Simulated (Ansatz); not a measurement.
VF₃. Charge 0, multiplicity 3. Geometry r2SCAN-D4/def2-TZVP, basis def2-TZVP, Ansatz.

```
run  HOMO (eV)  LUMO (eV)
  A      -6.14      -4.76
  B      -8.68      -3.40
  C      -5.48      -4.99
  D      -7.74      -4.00
  E      -8.17      -3.61
  F      -9.82      -2.33
```

HSE06 is defined as in plane-wave codes, on full-range PBE exchange.

HOMO and LUMO are taken over both spins.

Task: The runs used CAM-B3LYP, HSE06, PBE, PBE0, r2SCAN, r2SCAN0. Estimate which is which.

Result: A r2SCAN (0 % exact exchange); B r2SCAN0 (25 % exact exchange); C PBE (0 % exact exchange); D HSE06 (range-separated); E PBE0 (25 % exact exchange); F CAM-B3LYP (range-separated). Exact exchange lowers occupied and raises empty levels; among semilocal functionals meta-GGAs tend to open the gap a little, and such runs are hard to tell apart. The gap grows from 0.49 eV (PBE) to 7.49 eV (CAM-B3LYP).
